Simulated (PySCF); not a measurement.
Species: (PF2)3P, P₄F₆.
Cartesian coordinates in Å at the GFN2-xTB level; atoms count from 1:
```xyz
10
P4F6 angstrom
F     -2.3745    1.2354   -0.0683
P     -0.7899    1.5286   -0.0809
F     -0.8360    2.3386   -1.4639
P     -0.1466   -0.4410   -0.8438
P     -0.6736   -0.9983    1.2264
F     -2.0126   -1.8307    0.9363
F      0.2565   -2.3106    1.3286
P      1.7043    0.1782    0.1883
F      2.1894    1.2683   -0.8951
F      2.6920   -0.9640   -0.3502
```

Method: B3LYP/def2-SVPD in PySCF (dipole) on a GFN2-xTB geometry, gas phase.

Masses are those of the commonest isotopes; rigid-rotor values at the optimised geometry. The values belong to one conformer with, in the numbering `[F:1][P:2]([F:3])[P:4]([P:5]([F:6])[F:7])[P:8]([F:9])[F:10]`, F1–P2–P4–P5 -74°, P2–P4–P5–F6 109°, P2–P4–P8–F9 -74°.

Problem. What are A, B and C (cm⁻¹)?

Solution. Ia = 622.73, Ib = 623.57, Ic = 1125.95 u·Å²; 505379 MHz·u·Å²/I gives 811.6, 810.5 and 448.8 MHz, that is A = 0.02707, B = 0.02703, C = 0.01497 cm⁻¹.

Problem. Classify the top.

Solution. An oblate symmetric top, as the point group C3 requires two equal moments; the computed ones differ by 0.14 % because the geometry is symmetric only within the optimiser's tolerance. Ray's parameter κ = (2B − A − C)/(A − C) = 0.994; −1 is the prolate and +1 the oblate limit.

Problem. Is it planar, by Δ = Ic − Ia − Ib?

Solution. Not planar: Δ = Ic − Ia − Ib = -120.35 u·Å². For a rigid frame Δ = −2 Σ m c², so Σ m c² = 60.18 u·Å² lies off the ab plane. The atom farthest from that plane is 0.99 Å away.

Problem. Give the other two planar moments, Paa and Pbb, and the rms extents of the mass along the axes.

Solution. Paa = Σ m a² = (Ib + Ic − Ia)/2 = 563.39 and Pbb = Σ m b² = (Ia + Ic − Ib)/2 = 562.55 u·Å². With the mass M = 237.89 u, the rms extents √(P/M) along a, b and c are 1.54, 1.54, 0.50 Å.

Problem. Where do the R-branch lines fall?

Solution. The dipole of 1.10 D lies along the symmetry axis, so ΔK = 0 and J+1 ← J falls at 2B(J+1) for every K: 1.62 GHz, 3.24 GHz, 4.87 GHz, 6.49 GHz, 8.11 GHz for J = 0 to 4.

Problem. Estimate the classical rotational partition function at 10 K, 25 K and 100 K.

Solution. Point group C3, symmetry number σ = 3; q = (√π/σ)·√((kT/h)³/(ABC)), k/h = 20836.6 MHz/K: 3270 at 10 K, 12900 at 25 K, 103000 at 100 K.

GFN2-xTB frequencies: not computed here. Constants of a rigid frame at the computed geometry: no zero-point averaging, no centrifugal distortion.
